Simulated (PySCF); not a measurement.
PySCF 2.14 output of a UHF calculation on a single atom or ion in aug-cc-pwCVTZ-DK3 (10s9p7d4f1g, 109 functions), with scalar relativity by spin-free X2C-1e:

```
SCF conv_tol = 1e-09
number electrons alpha = 24  beta = 23
cycle= 1 E= -5876.67592066097  delta_E= -7.82e-05  |g|= 0.00246  |ddm|= 0.0154
cycle= 2 E= -5876.67592601403  delta_E= -5.35e-06  |g|= 0.000918  |ddm|= 0.00444
cycle= 3 E= -5876.67592707331  delta_E= -1.06e-06  |g|= 0.000156  |ddm|= 0.00239
cycle= 4 E= -5876.67592710156  delta_E= -2.82e-08  |g|= 2.59e-05  |ddm|= 0.000444
cycle= 5 E= -5876.6759271017  delta_E= -1.41e-10  |g|= 7.16e-06  |ddm|= 2.96e-05
converged SCF energy = -5876.6759271017  <S^2> = 0.75002032  2S+1 = 2.0000203
```

The run itself started from symmetry-adapted Hartree-Fock orbitals and held the occupation by maximum overlap, so the iterations belong to that start.

Task: Which element, charge and spin multiplicity is this?

Result: In²⁺ (indium, charge +2), multiplicity 2; the state was [Kr] 4d10 5d1, 2D determinant (an excited configuration).

The outer electron is Rydberg-like, and this basis confines it to a smaller radius and binds it less than a complete one would.
